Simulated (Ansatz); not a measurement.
Z-matrix (Å, degrees):
```
Si
C 1 1.862
Si 1 2.346 2 108.0
H 1 1.488 2 109.2 3 -119.8
H 1 1.489 2 111.0 3 119.6
C 2 1.331 1 123.4 3 109.7
H 2 1.089 1 118.4 3 -68.6
F 3 1.608 1 110.9 2 174.3
H 3 1.488 1 111.1 2 54.8
H 3 1.487 1 111.1 2 -66.1
H 6 1.086 2 122.1 1 -178.5
H 6 1.086 2 121.8 1 1.8
```

Charge 0, multiplicity 1.

List the r2SCAN/def2-TZVPP orbital energies in eV (Ansatz 0.2.0). (An estimate is asked.)

Computed: Occupied: -1791.84, -1790.93, -665.98, -273.56, -273.33, -142.20, -141.43, -97.12, -97.03, -97.03, -96.29, -96.28, -96.28, -31.05, -20.24, -15.48, -14.25, -13.14, -11.81, -11.24, -11.00, -10.72, -10.41, -8.99, -8.42, -8.33, -7.81, -6.84. Lowest empty: -1.72, -0.84, -0.22, 0.77, 0.97, 1.42, 1.80, 2.08.
